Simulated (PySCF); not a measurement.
## Ionisation energy along the 10-electron series

Calculated with PySCF 2.14 and a two-component X2C-1e Hamiltonian (Gaussian nucleus, no Breit or QED terms), each ion in its own even-tempered basis scaled to its charge; GMP2 freezes nothing and drops the highest virtual spinors. Values in eV. NIST values: (m) measured, (s) semi-empirical, (t) theoretical.

```csv
ion,configuration,GHF (spin-free),GMP2 (spin-free),GHF (screened spin-orbit),GMP2 (screened spin-orbit),NIST
Ru³⁴⁺,[Ne],4798.1,4799.6,4754.5,4756.0,4758 ± 3 (s)
Pd³⁶⁺,[Ne],5333.7,5335.2,5280.9,5282.4,5284 ± 3 (s)
```

Question: Fill in the row of Rh³⁵⁺.

Answer: configuration: [Ne]; GHF (spin-free): 5062.2; GMP2 (spin-free): 5063.7; GHF (screened spin-orbit): 5014.2; GMP2 (screened spin-orbit): 5015.7; NIST: 5018 ± 3 (s).
